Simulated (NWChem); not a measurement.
## Total energies of H₃BN

```xyz
5

B      0.6865    -0.1024     0.0000
N     -0.6301     0.0975     0.0000
H      1.4617     0.8401     0.0000
H      1.1440    -1.2344     0.0000
H     -1.6270     0.2236     0.0000
```
Charge 0, spin multiplicity 2.

All runs are NWChem calculations. All single points use one geometry, from UB3LYP/def2-SVP, a minimum by its harmonic frequencies. It is one conformer; others weren't searched.

Basis set: 6-31G* (34 functions).

```
method   total energy (Ha)
-------  -----------------
UHF              -80.83710
UMP2             -81.04540
UB2PLYP          -81.24545
UPBE             -81.22811
UB3LYP           -81.35185
Ur2SCAN          -81.29296
```

Total energies of different functionals aren't comparable as a measure of quality: only differences taken within one method are. 

The correlated methods keep 2 core orbitals frozen. B3LYP has NWChem's definition, with VWN1-RPA local correlation. The Pople sets run with spherical d functions. The structure started from a generated list of species. The unpaired electrons of the parent sit in orbitals of symmetry a' (Cs labels of the run); other states weren't searched. The stability of the SCF solutions was not checked. Open-shell Hartree-Fock references start from PBE0 orbitals.
